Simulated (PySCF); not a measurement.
Sc: ionisation energy

Sc [Ar] 3d1 4s2 (2D) → Sc+ [Ar] 3d1 4s1 (3D), as a difference of total energies. Computed with PySCF 2.14 in cc-pVTZ (7s6p4d2f1g, 68 functions), with the non-relativistic Hamiltonian (point nucleus). Correlated levels: valence: [Ar] frozen. The calculations carry no spin-orbit coupling.

| method | ionisation energy (eV) |
| --- | --- |
| UHF | 5.362 |
| MP2 (valence) | 6.064 |
| SCS-MP2 (valence) | 6.210 |

Problem. How much does correlation contribute at MP2 (valence)?

Solution. 6.064 − (5.362) = 0.702 eV, measured against UHF.

These non-relativistic numbers lack the scalar-relativistic shift.

Errors of the correlated levels include the incompleteness of this basis and the frozen core.

MP2 underrates the near-degeneracy of ns² with np² in the lower species.

For comparison: 6.562 eV (measured; NIST levels, between the centres of gravity of the two terms).
